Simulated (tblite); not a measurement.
Parent: `[CH2:1]=[N:2][SiH2:3][SiH2:4][O:5][CH3:6]` with C1–N2–Si3–Si4 -113°, N2–Si3–Si4–O5 167°, Si3–Si4–O5–C6 56°, C2H9NOSi2.

The geometries are computed with GFN2-xTB (gas phase). One conformer each, not checked by frequencies here.

| coordinate of the parent | value |
| --- | --- |
| C1=N2 | 1.247 Å |
| N2–Si3 | 1.716 Å |
| Si3–Si4 | 2.305 Å |
| Si4–O5 | 1.629 Å |
| O5–C6 | 1.390 Å |
| C1–N2–Si3 | 135.4° |
| N2–Si3–Si4 | 104.6° |
| Si3–Si4–O5 | 110.2° |
| Si4–O5–C6 | 128.9° |

**Question.** How does the shared frame change in `[CH2:1]=[N:2][SiH2:3][Si@@H:4]([C:5]#[C:6][CH3:7])[O:8][CH3:9]` with C1–N2–Si3–Si4 -114°, N2–Si3–Si4–C5 72°, Si3–Si4–O8–C9 -176°, C5H11NOSi2? Atoms pair as C1 = C1, N2 = N2, Si3 = Si3, Si4 = Si4, O5 = O8, C6 = C9 (parent first).

**Answer.** 
| parent | relative | value in the relative | change |
| --- | --- | --- | --- |
| C1=N2 | C1=N2 | 1.247 Å | 0.000 |
| N2–Si3 | N2–Si3 | 1.716 Å | 0.000 |
| Si3–Si4 | Si3–Si4 | 2.291 Å | -0.014 |
| Si4–O5 | Si4–O8 | 1.632 Å | +0.003 |
| O5–C6 | O8–C9 | 1.392 Å | +0.002 |
| C1–N2–Si3 | C1–N2–Si3 | 135.3° | -0.1 |
| N2–Si3–Si4 | N2–Si3–Si4 | 101.1° | -3.5 |
| Si3–Si4–O5 | Si3–Si4–O8 | 99.5° | -10.7 |
| Si4–O5–C6 | Si4–O8–C9 | 127.1° | -1.8 |

Of the parent's bonds, Si3–Si4 changes most (-0.014 Å). Bonds of the relative outside the shared frame: Si4–C5 1.860, C5≡C6 1.206, C6–C7 1.447 Å. Point group C1 → C1.

**Question.** How does the shared frame change in `[CH2:1]=[N:2][SiH2:3][Si@H:4]([NH:5][CH3:6])[O:7][CH3:8]` with C1–N2–Si3–Si4 -111°, N2–Si3–Si4–N5 -72°, Si3–Si4–N5–C6 59°, Si3–Si4–O7–C8 -63°, C3H12N2OSi2? Atoms pair as C1 = C1, N2 = N2, Si3 = Si3, Si4 = Si4, O5 = O7, C6 = C8 (parent first).

**Answer.** 
```tsv
parent	relative	value in the relative	change
C1=N2	C1=N2	1.248 Å	+0.001
N2–Si3	N2–Si3	1.718 Å	+0.002
Si3–Si4	Si3–Si4	2.299 Å	-0.006
Si4–O5	Si4–O7	1.631 Å	+0.002
O5–C6	O7–C8	1.388 Å	-0.002
C1–N2–Si3	C1–N2–Si3	135.8°	+0.4
N2–Si3–Si4	N2–Si3–Si4	105.2°	+0.6
Si3–Si4–O5	Si3–Si4–O7	111.9°	+1.7
Si4–O5–C6	Si4–O7–C8	126.0°	-2.9
```

Of the parent's bonds, Si3–Si4 changes most (-0.006 Å). Bonds of the relative outside the shared frame: Si4–N5 1.710, N5–C6 1.440 Å. Point group C1 → C1.
